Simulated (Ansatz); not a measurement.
Molecule: MoH$_{6}$ (charge -1, doublet). The spin state was set by rule; other spins were not relaxed. 
Structure (B3LYP-D3(BJ)/def2-TZVP (Ansatz, a quantum-chemistry and plane-wave program) minimum search):
```
Mo
H 1 1.7015
H 1 1.7015 2 67.58
H 1 1.7078 2 121.34 3 39.14
H 1 1.7078 2 65.54 3 143.68
H 1 1.7422 2 77.70 5 134.71
H 1 1.7887 2 139.10 5 -3.10
```
Charge -1, spin multiplicity 2.

Basis-set convergence of Hartree-Fock and CCSD correlation energies (hartree) with Ansatz. Correlated levels leave the core frozen unless marked. UHF or UKS for open shells. No spin-orbit coupling. The frozen core is the preceding noble-gas configuration, with the filled d and f shells of earlier blocks. Past Kr the def2 sets carry scalar-relativistic core potentials. This anion needs diffuse functions, which these sets lack.

```json
[
 {"basis": "def2-SVP", "functions": "61", "E(HF)": "-70.84847", "E(corr, CCSD)": "-0.29669"},
 {"basis": "def2-TZVPP", "functions": "140", "E(HF)": "[?]", "E(corr, CCSD)": "[?]"}
]
```

Task: Complete the blanks.

Result: 
- def2-TZVPP, E(HF): -70.87963
- def2-TZVPP, E(corr, CCSD): -0.35263
